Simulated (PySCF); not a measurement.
## BiI3: umbrella–stretch map

Computed with PySCF, B3LYP, basis Bi def2-SVP with ECP60, I def2-SVP with ECP28 (scalar-relativistic core potentials, no spin–orbit coupling, density fitting).

Rigid scan from the singlet minimum (Bi–I 2.856 Å (×3); I–Bi–I 101.9° (×3)). Coordinate: rows: all bonds scaled; columns: angle to the threefold axis. Energies in kJ/mol from the minimum.

Problem. Give the energy map for rows 0.95, 0.98, 1.00, 1.03, 1.07 and columns 60, 66, 72, 78, 84, 90.

Solution. 
```tsv
scale \ angle	60	66	72	78	84	90
0.95	35.8	32.5	51.5	85.1	122.2	141.3
0.98	8.7	5.9	22.4	51.0	81.6	96.7
1.00	3.8	1.2	16.1	41.8	68.9	82.0
1.03	11.8	9.2	21.9	43.8	66.5	77.2
1.07	43.1	40.4	50.5	68.2	86.4	94.8
```

Problem. And the size of the dipole moment (D) on the same grid?

Solution. 
```tsv
scale \ angle	60	66	72	78	84	90
0.95	2.56	2.13	1.70	1.26	0.73	0.00
0.98	2.89	2.42	1.94	1.42	0.81	0.00
1.00	3.11	2.61	2.09	1.53	0.86	0.00
1.03	3.40	2.87	2.30	1.67	0.92	0.00
1.07	3.76	3.18	2.54	1.83	1.00	0.00
```

The bond scale of lowest energy on the grid is 1.00 at 60°, 1.00 at 66°, 1.00 at 72°, 1.00 at 78°, 1.03 at 84°, 1.03 at 90°.

No spin–orbit coupling is included, which matters more the heavier the element.

The scan took 2 min on 2 threads of a shared AMD EPYC (Zen 3) host; the process peaked at 1.1 GiB. Launch command: `OMP_NUM_THREADS=2 python axn.py task.json out`.
